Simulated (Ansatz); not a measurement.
One geometry of Te4Pb4, several levels of theory.

```yaml
crystal:
  periodic: [false, false, false]
  atoms:
    - {symbol: Pb, position_ang: [1.115214, 2.034450, 0.957570]}
    - {symbol: Pb, position_ang: [-2.436098, 0.476276, -0.373237]}
    - {symbol: Pb, position_ang: [1.078926, -0.594302, -2.186619]}
    - {symbol: Pb, position_ang: [0.241923, -1.916390, 1.602308]}
    - {symbol: Te, position_ang: [-0.267305, 2.119793, -1.768811]}
    - {symbol: Te, position_ang: [-1.230740, -2.250064, -1.056998]}
    - {symbol: Te, position_ang: [2.692316, -0.528106, 0.410357]}
    - {symbol: Te, position_ang: [-1.194228, 0.658342, 2.415430]}
basis:
  gaussian: {orbitals: def2-TZVP, initial_orbitals: start.molden}
hamiltonian: {xc: lda}
scf: {omitted_lower_state_checks: [starts]}
output: {orbitals: {seedname: orbitals}}
```

The file start.molden holds the orbitals of an earlier run on this structure, at another level or in another basis.

```sh
$ ansatz run in.yaml --threads 4 --pin off --events-out ev --progress --plain --max-ram 6963MiB
```

It prints (some lines left out):

```
Functional definition: SPW92
3072 factors; their error is unknown
mean field evaluation 1: about -50110.8620 eV, gradient 2.1e1 eV
mean field evaluation 2: about -50111.6444 eV, gradient 6.9e-1 eV
mean field evaluation 4: about -50111.1603 eV, gradient 1.0e0 eV
mean field evaluation 8: about -50111.1607 eV, gradient 1.7e-5 eV
mean field -50111.16067622 eV, -1841.5511882865 hartree, gradient 1.7e-5 eV, S^2 0.000000; 0 other end points of the search recorded, 0 dependent functions left out
reference -50111.16072310 eV, -1841.5511900092 hartree; 92, 92 occupied and 308, 308 virtual orbitals, 3072 factors
Total energy: -50111.16072310 eV, -1841.5511900092 hartree
Checks for a lower state left out: starts
```

Run time 7 s (4 threads of Arm Neoverse V2 on a shared host), peak host memory 1.3 GiB.

The first input with `hamiltonian: {xc: r2scan, dispersion: d4}`, `output: {forces: true, orbitals: {seedname: orbitals}}` (abridged; 29 s):

```
Functional definition: r2SCAN
mean field -50201.14651189 eV, -1844.8581067528 hartree, gradient 1.1e-5 eV, S^2 0.000000
Total energy: -50201.35868403 eV, -1844.8659039349 hartree
Atom 0 force    -0.113092    -0.204454    -0.096970 eV/Å
Atom 1 force     0.245846    -0.047456     0.038471 eV/Å
Atom 2 force    -0.107971     0.059457     0.220272 eV/Å
Atom 3 force    -0.024482     0.192182    -0.161975 eV/Å
Atom 4 force     0.030026    -0.238768     0.197726 eV/Å
Atom 5 force     0.137395     0.253411     0.118333 eV/Å
Atom 6 force    -0.302576     0.060162    -0.045101 eV/Å
Atom 7 force     0.134854    -0.074535    -0.270755 eV/Å
Dipole moment:    -0.000068     0.000058     0.000027 e Å
Checks for a lower state left out: starts
```

Geometry: PBE-D4/def2-SVP.

In the def2 sets Pb, Te take a core potential; there is no spin–orbit coupling. The structure comes from a short search, and lower isomers may exist.
